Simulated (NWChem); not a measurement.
CH7NOSi; SMILES O[SiH2]CN

Program: NWChem. Pople sets run with spherical d functions. Each level has its own optimisation; frequencies are unscaled. One conformer.

```tsv
level	r C–N (Å)	r H–N (Å)	r C–Si (Å)	r C–H (Å)	highest harmonic frequency (cm⁻¹)	lowest (cm⁻¹)	zero-point energy (kcal/mol)	dipole (D)
B3LYP/6-31G*	1.483	1.019	1.899	1.097	3804	105	54.0	1.32
Hartree-Fock/6-31G*	1.470	1.002	1.893	1.087	4129	97	57.7	1.44
PBE0/def2-SVP	1.463	1.019	1.891	1.104	3940	109	53.9	1.27
```
